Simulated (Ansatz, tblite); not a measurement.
Spin states of the cluster B₁₃⁺, each relaxed with r2SCAN-D4/def2-SVP in Ansatz. Electronic energies in the gas phase.

The xTB rows come from tblite. The structure comes from a short search, and lower isomers may exist.

Singlet geometry (Cs within 0.1 Å):

```xyz
13

B    -0.137   -1.546    1.033
B    -0.799    1.325    1.303
B    -1.044   -0.306    1.525
B    -1.707    0.440    0.162
B    -0.334   -1.865   -0.638
B     1.766   -0.075   -0.619
B     1.188   -1.437    0.023
B    -1.555   -1.166    0.168
B    -0.447    1.409   -0.434
B     1.320    1.501   -0.316
B     0.513    2.078    0.896
B     0.684   -0.982   -1.541
B     0.552    0.625   -1.561
```

Triplet geometry (Cs within 0.1 Å):

```xyz
13

B     0.030   -0.443   -1.862
B     1.845   -0.493    0.590
B     1.189   -1.047   -0.827
B     0.498   -1.556    0.606
B    -1.526   -0.685   -1.266
B    -0.686    1.650   -0.025
B    -0.870    0.851   -1.477
B    -0.347   -1.705   -0.808
B     0.422   -0.153    1.501
B     0.428    1.544    1.195
B     1.896    0.939    1.280
B    -1.854    0.463   -0.164
B    -1.026    0.636    1.257
```

Quintet geometry:

```xyz
13

B     1.572   -0.713    0.780
B     0.766    1.515   -0.215
B     1.476    0.914    1.114
B    -0.197    1.037    1.228
B     0.089   -1.388    1.271
B    -0.089   -0.523   -1.287
B     0.757   -1.594   -0.325
B     0.690   -0.115    2.125
B    -0.962    0.901   -0.216
B    -1.304    0.592   -1.938
B     0.023    1.379   -1.621
B    -0.971   -1.460    0.030
B    -1.849   -0.544   -0.945
```

⟨S²⟩: triplet 2.05 at PBE0-D4/def2-TZVP (pure 2.00), quintet 6.06 at PBE0-D4/def2-TZVP (pure 6.00).

Run but left out: HF/STO-3G (triplet: ⟨S²⟩ 2.47, where a pure state has 2.00); HF/STO-3G (quintet: ⟨S²⟩ 6.43, where a pure state has 6.00).

Only these spin states were relaxed. The quintet has other bonds than the singlet, so the gap mixes isomer and spin.

```tsv
level	triplet − singlet (kJ/mol)	quintet − singlet (kJ/mol)	lowest of these
GFN1-xTB	154.8	297.2	singlet
GFN2-xTB	142.2	370.6	singlet
BLYP-D4/def2-TZVP	104.9	285.4	singlet
r2SCAN-D4/def2-TZVP	90.4	235.9	singlet
```

Question: Estimate the rows for PBE-D4/def2-TZVP, revPBE-D4/def2-TZVP, PBE0-D4/def2-TZVP.

Answer: 
```tsv
level	triplet − singlet (kJ/mol)	quintet − singlet (kJ/mol)	lowest of these
PBE-D4/def2-TZVP	97.0	245.3	singlet
revPBE-D4/def2-TZVP	96.7	237.0	singlet
PBE0-D4/def2-TZVP	104.8	250.8	singlet
```

The xTB methods have no spin-polarisation term.
